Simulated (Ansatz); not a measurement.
Relaxation of the cluster Si8P⁻ with RKS r2SCAN-D4/def2-SVPD.

```sh
$ ansatz run in.yaml --threads 4 --pin off --events-out ev --progress --plain --max-ram 4787MiB
```

```yaml
crystal:
  periodic: [false, false, false]
  atoms:
    - {symbol: P, position_ang: [-3.033300, 1.016600, 1.663800]}
    - {symbol: Si, position_ang: [0.621300, -0.739000, 2.033700]}
    - {symbol: Si, position_ang: [-0.401300, -2.119600, 0.674200]}
    - {symbol: Si, position_ang: [-0.507600, -2.305600, 3.735800]}
    - {symbol: Si, position_ang: [-2.608800, -0.537900, 0.267500]}
    - {symbol: Si, position_ang: [0.000000, 0.000000, 0.000000]}
    - {symbol: Si, position_ang: [-0.698100, -0.056500, 3.914100]}
    - {symbol: Si, position_ang: [-1.787800, -1.165700, 2.333300]}
    - {symbol: Si, position_ang: [-0.668600, 0.941000, 1.910200]}
basis:
  gaussian: {orbitals: def2-SVPD}
total_charge: -1
hamiltonian: {xc: r2scan, dispersion: d4}
scf: {lower_state_search: "off"}
output: {orbitals: {seedname: orbitals}}
relax: {f_tol: 0.02, max_steps: 100}
```

Hardware: 4 threads of Intel Xeon on a shared host. Wall time 74 s.

Positions (Å) and forces (eV/Å) at steps 1, 2, 3, 4, 5, 6, 7, 8, 9, 10, 11, 13, 14 of 14:

```xyz
9
step=1 energy=-72278.7254 eV
P    -3.033    1.017    1.664   -0.075    0.000    1.705
Si    0.621   -0.739    2.034    5.029   -2.227    3.008
Si   -0.401   -2.120    0.674   -1.286   -3.699   -2.261
Si   -0.508   -2.306    3.736    0.595   -2.036    0.514
Si   -2.609   -0.538    0.268    0.433   -0.856   -2.557
Si    0.000    0.000    0.000    0.755    0.847   -4.116
Si   -0.698   -0.057    3.914    0.699    2.065    3.134
Si   -1.788   -1.166    2.333   -3.349   -0.517    0.268
Si   -0.669    0.941    1.910   -2.802    6.423    0.304
9
step=2 energy=-72281.5486 eV
P    -3.059    0.878    1.789    0.560   -1.102    1.146
Si    0.660   -0.784    2.065    1.894   -0.767    1.274
Si   -0.487   -2.203    0.586   -0.886   -1.490   -0.599
Si   -0.531   -2.328    3.772   -0.054   -0.740   -0.210
Si   -2.530   -0.534    0.133    0.749   -0.286   -1.072
Si    0.054    0.007   -0.077    0.312    0.356   -1.498
Si   -0.654    0.028    3.985    0.766    0.906    1.351
Si   -1.850   -1.132    2.362   -2.359   -0.267   -0.094
Si   -0.687    1.102    1.917   -0.982    3.392   -0.300
9
step=3 energy=-72282.8013 eV
P    -3.015    0.721    1.896   -0.267    0.298    0.385
Si    0.687   -0.788    2.099    0.530   -0.140    0.515
Si   -0.566   -2.262    0.579   -0.480   -0.459    0.064
Si   -0.570   -2.349    3.736   -0.283   -0.114   -0.643
Si   -2.441   -0.539    0.049    0.858   -0.020   -0.307
Si    0.080    0.014   -0.122    0.116    0.019   -0.359
Si   -0.602    0.086    4.014    0.628    0.387    0.157
Si   -1.964   -1.125    2.382   -0.553   -1.206    0.438
Si   -0.693    1.275    1.899   -0.547    1.235   -0.250
9
step=4 energy=-72283.3764 eV
P    -3.079    0.673    1.996    0.065    0.484   -0.258
Si    0.725   -0.765    2.123   -0.204    0.135    0.034
Si   -0.640   -2.320    0.660   -0.209    0.052    0.129
Si   -0.583   -2.395    3.608    0.053    0.063   -0.517
Si   -2.255   -0.469    0.053    0.304    0.144    0.244
Si    0.169   -0.019   -0.149    0.071   -0.011    0.284
Si   -0.514    0.128    3.966    0.165    0.156    0.011
Si   -2.114   -1.195    2.452    0.003   -0.862    0.383
Si   -0.793    1.395    1.823   -0.249   -0.161   -0.310
9
step=5 energy=-72283.6293 eV
P    -3.019    0.685    2.087    0.340    0.207   -0.190
Si    0.720   -0.696    2.147   -0.088   -0.151   -0.244
Si   -0.713   -2.341    0.725    0.066    0.289    0.149
Si   -0.479   -2.415    3.463    0.044    0.236   -0.308
Si   -2.172   -0.387    0.122    0.052    0.127    0.028
Si    0.250   -0.079   -0.144   -0.099    0.064    0.337
Si   -0.633    0.176    3.911   -0.202    0.002    0.130
Si   -2.251   -1.331    2.502   -0.088   -0.529    0.420
Si   -0.788    1.422    1.719   -0.024   -0.246   -0.322
9
step=6 energy=-72283.8615 eV
P    -2.915    0.694    2.142    0.377   -0.065    0.147
Si    0.731   -0.670    2.149   -0.008   -0.152   -0.292
Si   -0.737   -2.307    0.777    0.162    0.022    0.032
Si   -0.404   -2.401    3.380    0.079    0.288   -0.088
Si   -2.153   -0.345    0.154    0.046    0.125    0.059
Si    0.277   -0.090   -0.126   -0.104    0.007    0.129
Si   -0.766    0.192    3.864   -0.517   -0.026   -0.065
Si   -2.376   -1.464    2.563   -0.188   -0.149    0.183
Si   -0.740    1.425    1.629    0.152   -0.051   -0.103
9
step=7 energy=-72284.0536 eV
P    -2.786    0.697    2.230   -0.149   -0.108    0.209
Si    0.729   -0.658    2.121    0.144   -0.030   -0.146
Si   -0.727   -2.301    0.802   -0.057   -0.012    0.082
Si   -0.349   -2.348    3.345    0.042    0.140    0.133
Si   -2.140   -0.309    0.206    0.070    0.036   -0.054
Si    0.281   -0.097   -0.130   -0.034   -0.166   -0.166
Si   -0.949    0.194    3.797   -0.166   -0.040   -0.006
Si   -2.481   -1.585    2.593   -0.001    0.017   -0.208
Si   -0.663    1.440    1.569    0.152    0.165    0.158
9
step=8 energy=-72284.0838 eV
P    -2.780    0.690    2.273   -0.124   -0.045   -0.052
Si    0.767   -0.650    2.088    0.042    0.007   -0.036
Si   -0.743   -2.290    0.834    0.100   -0.170   -0.044
Si   -0.323   -2.276    3.370   -0.112   -0.114    0.150
Si   -2.137   -0.268    0.219    0.078    0.025    0.041
Si    0.272   -0.137   -0.160   -0.069   -0.021   -0.100
Si   -1.016    0.170    3.779    0.147   -0.091    0.071
Si   -2.503   -1.632    2.539   -0.039    0.064   -0.014
Si   -0.621    1.426    1.590   -0.024    0.345   -0.015
9
step=9 energy=-72284.0881 eV
P    -2.787    0.679    2.260    0.046   -0.033    0.025
Si    0.691   -0.660    2.051    0.150    0.025    0.069
Si   -0.765   -2.342    0.835    0.033   -0.086   -0.189
Si   -0.331   -2.275    3.389    0.072   -0.041    0.229
Si   -2.080   -0.281    0.242   -0.106    0.098   -0.029
Si    0.278   -0.114   -0.176    0.043    0.030   -0.121
Si   -0.996    0.166    3.803   -0.013    0.138   -0.206
Si   -2.483   -1.642    2.532   -0.123    0.092    0.010
Si   -0.611    1.503    1.596   -0.102   -0.223    0.213
9
step=10 energy=-72284.1053 eV
P    -2.796    0.679    2.267    0.028   -0.023    0.010
Si    0.733   -0.669    2.063   -0.006   -0.030   -0.014
Si   -0.744   -2.330    0.823    0.002   -0.001   -0.042
Si   -0.341   -2.272    3.408    0.008    0.023    0.037
Si   -2.105   -0.269    0.235    0.009    0.008   -0.034
Si    0.268   -0.119   -0.174    0.003    0.019   -0.034
Si   -0.986    0.174    3.774   -0.022    0.029    0.069
Si   -2.489   -1.632    2.525   -0.033   -0.030    0.021
Si   -0.624    1.473    1.612    0.012    0.005   -0.012
9
step=11 energy=-72284.1052 eV rejected
P    -2.802    0.659    2.268    0.057    0.046    0.001
Si    0.696   -0.694    2.044    0.024    0.040    0.026
Si   -0.767   -2.341    0.792   -0.032   -0.034    0.048
Si   -0.332   -2.255    3.444   -0.018   -0.029   -0.002
Si   -2.084   -0.255    0.228   -0.047   -0.081    0.014
Si    0.282   -0.109   -0.179    0.004    0.057   -0.002
Si   -0.985    0.195    3.785    0.016   -0.008   -0.062
Si   -2.469   -1.644    2.529   -0.014   -0.035   -0.051
Si   -0.623    1.477    1.622    0.009    0.044    0.027
9
step=13 energy=-72284.1048 eV rejected
P    -2.799    0.668    2.257    0.038    0.006    0.035
Si    0.680   -0.698    2.038    0.051    0.041    0.027
Si   -0.770   -2.357    0.798   -0.047    0.034    0.008
Si   -0.331   -2.269    3.437    0.002    0.056    0.041
Si   -2.079   -0.273    0.233   -0.030   -0.037   -0.059
Si    0.283   -0.091   -0.181   -0.004    0.036    0.021
Si   -0.987    0.204    3.784    0.038   -0.039   -0.013
Si   -2.460   -1.635    2.533   -0.082   -0.079   -0.036
Si   -0.622    1.486    1.634    0.034   -0.018   -0.024
9
step=14 energy=-72284.1080 eV
P    -2.794    0.670    2.266    0.018   -0.018   -0.009
Si    0.701   -0.693    2.043   -0.001   -0.003   -0.002
Si   -0.765   -2.347    0.804    0.001   -0.009   -0.005
Si   -0.337   -2.258    3.441   -0.004    0.013   -0.007
Si   -2.088   -0.274    0.231    0.005    0.013    0.013
Si    0.277   -0.092   -0.181   -0.007    0.003    0.013
Si   -0.984    0.192    3.780   -0.009   -0.006   -0.009
Si   -2.477   -1.646    2.522    0.006    0.017    0.009
Si   -0.619    1.481    1.626   -0.009   -0.009   -0.003
```

The restricted singlet is unstable towards broken spin symmetry in Hartree–Fock (as tested in another run); at r2SCAN-D4/def2-SVPD this wasn't settled. The structure comes from a short search, and lower isomers may exist.
